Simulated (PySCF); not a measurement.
The multiplicity is imposed and other spin states were not computed.

Cartesian coordinates (Å):
```xyz
4

Cd    -0.0448    -0.0120    -0.0245
N      1.7527     0.5621     1.0864
H      1.5532     0.2936     2.0705
H      1.7182     1.6001     1.1283
```
Charge 0, spin multiplicity 2.

What charge on the central atom (Mulliken), spin population on the central atom (Mulliken), total energy, dipole moment and highest occupied spin orbital does TPSSh-D3(BJ)/def2-TZVP // PBE-D3(BJ)/def2-SVP (PySCF 2.14.0) give?


The charge on the central atom (Mulliken) comes out as 0.28 e and the spin population on the central atom (Mulliken) is 0.59. The total energy comes out as -6085.67 eV. The dipole moment is 1.34 D. The highest occupied spin orbital comes out as -5.11 eV.
